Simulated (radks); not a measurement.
Species: Rh III. Configuration: [Kr] 4d7.

All-electron calculation, Dirac Kohn-Sham, SOGGA, spin-unpolarised, spherical densities, finite nucleus; open shells are shared between the two j in proportion to 2j + 1; Fermi nuclear charge, rms radius 4.4945 fm. Program: a radial shooting solver on a logarithmic mesh with Libxc functionals.

Energy parts (eV):
| part | energy |
|---|---|
| total | -130104.001 |
| kinetic | 135630.679 |
| electron-nucleus | -314171.833 |
| Hartree | 52123.053 |
| exchange-correlation | -3685.900 |

Orbitals (lengths in bohr, moments of r in powers of bohr; r(90%) holds 90 % of the orbital's charge):
orbital	occ.	eigenvalue (eV)	r(90%)	<r>	<r^2>	<1/r>
1s1/2	2	-23032.81	0.0585	0.03264	0.001439	47.03
2s1/2	2	-3356.548	0.219	0.1416	0.02370	10.78
2p1/2	2	-3109.902	0.197	0.1203	0.01778	10.77
2p3/2	4	-2965.414	0.204	0.1252	0.01912	10.17
3s1/2	2	-616.8458	0.576	0.3907	0.1748	3.741
3p1/2	2	-520.2814	0.578	0.3832	0.1709	3.645
3p3/2	4	-495.4189	0.594	0.3940	0.1804	3.501
3d3/2	4	-324.2620	0.586	0.3684	0.1624	3.330
3d5/2	6	-319.3571	0.590	0.3719	0.1653	3.292
4s1/2	2	-103.1966	1.42	0.9779	1.084	1.411
4p1/2	2	-73.7657	1.56	1.055	1.274	1.291
4p3/2	4	-69.8159	1.61	1.085	1.348	1.247
4d3/2	2.8	-25.8931	2.26	1.434	2.460	0.9319
4d5/2	4.2	-25.4463	2.29	1.450	2.515	0.9208
5s1/2	0	-19.4775	3.87	2.664	7.989	0.4835
5p1/2	0	-13.8223	4.63	3.172	11.36	0.4016
5p3/2	0	-13.4366	4.74	3.249	11.91	0.3911

The highest occupied level is 4d5/2 at -25.446 eV. Summed over all electrons, <r^2> = 30.77 bohr^2, which gives a Langevin (diamagnetic) susceptibility term of -24.4 x 10^-6 cm^3/mol. The electron density at the nucleus is 1.208e+05 e/bohr^3.
